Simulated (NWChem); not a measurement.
Molecule: RuO$_{4}$; SMILES [O]=[Ru](=[O])(=[O])=[O]

```xyz
5

Ru     0.0000     0.0000     0.0000
O      1.3161    -0.3757     0.9461
O     -1.0504     0.9568     0.8658
O     -0.7734    -1.4009    -0.4559
O      0.5076     0.8198    -1.3560
```
Atoms are numbered in this order, from 1.

Program: NWChem. The geometry was optimised at PBE0/def2-SVP. def2 effective core potentials on Ru; no spin-orbit coupling.

### Question
Estimate the computed values for LRC-wPBEh/def2-SVP. Quantities: highest occupied level (eV); orbital gap (eV).

### Answer
highest occupied level (eV): -12.30
orbital gap (eV): 8.92
